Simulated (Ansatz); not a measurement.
Gas-phase electronic energies from Ansatz, PBE0-D4/def2-TZVP geometries. CCSD(T)/CBS is the MP2 limit (def2-TZVPP, def2-QZVPP) plus CCSD(T) − MP2 in def2-TZVPP, frozen cores. Functionals use def2-TZVPP. B3LYP here is the variant with VWN-RPA as its local correlation; programs differ in this. def2 core potentials past Kr. For Te outer-core shells are correlated without core-valence functions, which leaves a few kJ/mol of doubt a bond. Each species was taken in one conformer, which may not be the lowest.

`OBNCS` + H₂Te → `OB[TeH]` + `NCS`  (ligand exchange at a B–N bond)

`OBNCS`:

Cartesian coordinates in Å:
```
O 0.071 -1.893 0.718
B 0.477 -1.342 -0.456
N 0.465 0.052 -0.707
C 0.196 1.109 0.220
S -1.394 0.982 1.117
H -0.390 -1.261 1.286
H 0.863 -2.069 -1.326
H 0.725 0.368 -1.626
H 0.928 1.145 1.035
H 0.229 2.070 -0.291
H -2.169 0.839 0.030
```

H₂Te:

Cartesian coordinates in Å:
```
Te 0.217 -0.397 0.632
H 1.019 0.428 -0.558
H -1.235 -0.031 -0.074
```

`OB[TeH]`:

Cartesian coordinates in Å:
```
O -0.313 0.175 1.572
B -0.216 -0.290 0.311
Te 0.719 0.822 -1.301
H 0.060 1.045 1.735
H -0.669 -1.367 0.073
H 0.420 -0.385 -2.390
```

`NCS`:

```xyz
8

N     0.376    0.365    1.011
C    -0.498    0.019   -0.086
S     0.130    0.589   -1.686
H    -0.042    0.096    1.894
H     1.265   -0.112    0.930
H    -1.446    0.545    0.043
H    -0.729   -1.049   -0.189
H     0.945   -0.453   -1.916
```

```csv
level,ΔE (kcal/mol)
PBE-D4,17.3
r2SCAN-D4,17.9
B3LYP-D4,19.3
ωB97X-V,18.6
PBE0,17.1
CCSD/def2-TZVPP,18.1
SCS-MP2/def2-QZVPP,16.6
HF/CBS(def2),18.0
```

(1) What does CCSD(T)/CBS give? (Estimate.)

Largest T1 diagnostic among the species: 0.013.

Answers

(1) Ansatz gave: +16.8 kcal/mol. The listed levels differ from it by 0.5, 1.1, 2.5, 1.8, 0.3, 1.3, -0.2, 1.2 kcal/mol.

The D4 term adds +1.0 kcal/mol with B3LYP and +0.6 kcal/mol with PBE0; it sums over pairs of atoms, weighted by their polarisabilities, and B3LYP, whose exchange is more repulsive, gets the larger term.
